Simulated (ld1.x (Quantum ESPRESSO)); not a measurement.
# Fe, PAW: configuration errors across variants

| Property | Result |
| --- | --- |
| Element | iron |
| Generator | ld1.x (Quantum ESPRESSO) 7.5 |
| Type | PAW |
| Functional | PBE |
| Relativity | scalar-relativistic |
| Frozen core | [Ne] |
| Valence charge | 16 |
| Reference configuration | 3s2 3p6 3d6.5 4s1.5 4p0 |
| Partial waves | 3s (bound): rcut 1.15, rcutus 1.35 bohr; 4s (bound): rcut 1.15, rcutus 1.35 bohr; 3p (bound): rcut 1.20, rcutus 1.25 bohr; 4p (bound, empty): rcut 1.20, rcutus 1.25 bohr; 3d (bound): rcut 0.75, rcutus 0.95 bohr; 3d channel at -0.1 Ry: rcut 0.75, rcutus 0.95 bohr; 4f channel at 0.45 Ry: rcut 1.05, rcutus 1.15 bohr; 4f channel at 1.8 Ry: rcut 1.05, rcutus 1.15 bohr |
| Local potential | all-electron potential smoothed inside 1.15 bohr (lloc = -1) |
| Core correction | Bessel-smoothed model core, default radius (core density twice the valence density) |
| Augmentation charge | BESSEL, radius 0.85 bohr |

All-electron excitation energies from the reference (eV): (1) 3s2 3p6 3d6 4s2 4p0 0.727; (2) 3s2 3p6 3d6 4s1 4p0 9.456; (3) 3s2 3p6 3d6 4s0 4p0 25.659; (4) 3s1 3p6 3d6 4s2 4p0 102.606; (5) 3s2 3p6 3d7 4s1 4p0 -0.064; (6) 3s2 3p6 3d6 4s1 4p1 4.832; (7) 3s2 3p6 3d6 4s0 4p1 14.510.

The overlap operator is not positive definite (basis up to 400 Ry) in “base”, “wave 3d channel at -0.1 Ry: rcut 0.75, rcutus 0.95 bohr becomes 3d channel at -0.28 Ry: rcut 0.75, rcutus 0.95 bohr”, “wave 3d channel at -0.1 Ry: rcut 0.75, rcutus 0.95 bohr becomes 3d channel at -0.14 Ry: rcut 0.75, rcutus 0.95 bohr”, “wave 3d channel at -0.1 Ry: rcut 0.75, rcutus 0.95 bohr becomes 3d channel at -0.02 Ry: rcut 0.75, rcutus 0.95 bohr”, “wave 3d channel at -0.1 Ry: rcut 0.75, rcutus 0.95 bohr becomes 3d channel at 0.37 Ry: rcut 0.75, rcutus 0.95 bohr”, “wave 3d channel at -0.1 Ry: rcut 0.75, rcutus 0.95 bohr becomes 3d channel at 0.76 Ry: rcut 0.75, rcutus 0.95 bohr”, “wave 3d channel at -0.1 Ry: rcut 0.75, rcutus 0.95 bohr becomes 3d channel at 1.74 Ry: rcut 0.75, rcutus 0.95 bohr”, “wave 3d channel at -0.1 Ry: rcut 0.75, rcutus 0.95 bohr becomes 3d channel at 3.5 Ry: rcut 0.75, rcutus 0.95 bohr”. Such files are unfit for use, however small their errors in these radial tests.

Errors AE − PS in meV (a dash: test not solved or not reliable):

| change | (1) | (2) | (3) | (4) | (5) | (6) | (7) | bound ghosts |
| --- | --- | --- | --- | --- | --- | --- | --- | --- |
| base | +0.9 | 0.0 | -1.5 | -18 | -0.5 | +0.7 | +0.8 | not determined (overlap not positive) |
| wave 3d channel at -0.1 Ry: rcut 0.75, rcutus 0.95 bohr becomes 3d channel at -0.28 Ry: rcut 0.75, rcutus 0.95 bohr | +1.3 | +0.3 | -1.1 | -11 | -0.4 | +1.0 | +1.1 | not determined (overlap not positive) |
| wave 3d channel at -0.1 Ry: rcut 0.75, rcutus 0.95 bohr becomes 3d channel at -0.14 Ry: rcut 0.75, rcutus 0.95 bohr | +0.9 | 0.0 | -1.5 | -17 | -0.5 | +0.7 | +0.9 | not determined (overlap not positive) |
| wave 3d channel at -0.1 Ry: rcut 0.75, rcutus 0.95 bohr becomes 3d channel at -0.02 Ry: rcut 0.75, rcutus 0.95 bohr | +0.9 | -0.1 | -1.6 | -19 | -0.5 | +0.6 | +0.8 | not determined (overlap not positive) |
| wave 3d channel at -0.1 Ry: rcut 0.75, rcutus 0.95 bohr becomes 3d channel at 0.37 Ry: rcut 0.75, rcutus 0.95 bohr | +0.7 | -0.2 | -1.7 | -21 | -0.5 | +0.5 | +0.7 | not determined (overlap not positive) |
| wave 3d channel at -0.1 Ry: rcut 0.75, rcutus 0.95 bohr becomes 3d channel at 0.76 Ry: rcut 0.75, rcutus 0.95 bohr | +0.7 | -0.2 | -1.8 | -21 | -0.5 | +0.5 | +0.6 | not determined (overlap not positive) |
| wave 3d channel at -0.1 Ry: rcut 0.75, rcutus 0.95 bohr becomes 3d channel at 1.74 Ry: rcut 0.75, rcutus 0.95 bohr | +0.7 | -0.3 | -1.8 | -22 | -0.5 | +0.4 | +0.6 | not determined (overlap not positive) |
| wave 3d channel at -0.1 Ry: rcut 0.75, rcutus 0.95 bohr becomes 3d channel at 3.5 Ry: rcut 0.75, rcutus 0.95 bohr | +0.6 | -0.2 | -1.7 | -22 | -0.5 | +0.5 | +0.7 | not determined (overlap not positive) |

Give the same row for: wave 3d channel at -0.1 Ry: rcut 0.75, rcutus 0.95 bohr becomes 3d channel at 5.58 Ry: rcut 0.75, rcutus 0.95 bohr.

+0.6, -0.2, -1.7, -22, -0.5, +0.4, +0.7; bound ghosts: not determined (overlap not positive). Its overlap operator is not positive definite in a basis up to 400 Ry (lowest eigenvalue p -0.36), so the file is unfit for use: the generalised eigenproblem breaks down once the basis is large enough, and its test numbers describe a broken file.
